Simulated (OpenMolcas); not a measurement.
**What dynamic correlation does to the levels of Pr⁴⁺**

| Quantity | Value |
| --- | --- |
| Program | OpenMolcas |
| Basis | ANO-RCC-VTZP [8s7p5d3f2g1h] |
| Scalar Hamiltonian | DKH2, point nucleus |
| Active space | 1 electron in 12 orbitals (RAS2 4f; RAS3 5d, at most 1 electron) |
| State averaging | 2S+1 = 2 odd, 7 roots; 2S+1 = 2 even, 5 roots |
| Spin-orbit coupling | state interaction with AMFI integrals over the reference wave functions, term energies averaged over their components |

Methods on the same reference wave functions:
A. RASSCF
B. SS-RASPT2, IPEA 0.25 Eh, imaginary shift 0.1 Eh (closed shells correlated: 5s 5p)

Energies in cm-1 above 4f 2F* 5/2, the measured ground level; measured values from Martin, Zalubas and Hagan, Atomic Energy Levels: The Rare-Earth Elements, NSRDS-NBS 60 (1978).

```json
{"Level": "4f 2F* 5/2", "A": "0.0", "B": "0.0", "Measured": "0.0"}
{"Level": "4f 2F* 7/2", "A": "3184", "B": "3180", "Measured": "3027"}
{"Level": "5d 2D 3/2", "A": "114211", "B": "113850", "Measured": "115052"}
{"Level": "5d 2D 5/2", "A": "117329", "B": "116970", "Measured": "118514"}
```

Deviations, from unrounded energies. A percentage is the sum of absolute deviations over the sum of measured energies, with the sign that they share, or ± where signs differ.

| Against measurement | Levels | A | B |
| --- | --- | --- | --- |
| mean absolute deviation (cm-1) | 3 | 730 | 970 |
| fine structure of the ground term (%) | 1 | +5.2 | +5.2 |
| other configurations (%) | 2 | -0.9 | -1.2 |

A lies closest to measurement on these levels. The largest miss of A in the table is 5d 2D 5/2, by -1200 cm-1. The ranking rests on the paired levels alone, and a cruder setting can come out closer through cancelling errors.

The lowest spin-free term lies below A's lowest term by 0.209 hartree in B.

CASPT2 breaks the degeneracy within a term, and the mean is taken; among the terms shown or strongly mixed into the levels shown the widest spread is 110 cm-1 (4f 2F*, B). With one active electron the reference holds no correlation, so core polarisation is missing (holds for A). With one active electron, CASPT2 adds the correlation within the correlated inactive shells and between them and that electron, and leaves the splitting within a term as the reference gives it (holds for B). Measured partners are found by configuration, term and J. A level has none where our copy of the source lacks it or the pairing is in doubt (some pairs that miss far off the trend of their configuration count as doubtful), and it then counts in no deviation. Levels of configurations outside the active space are missing.

* marks odd parity.
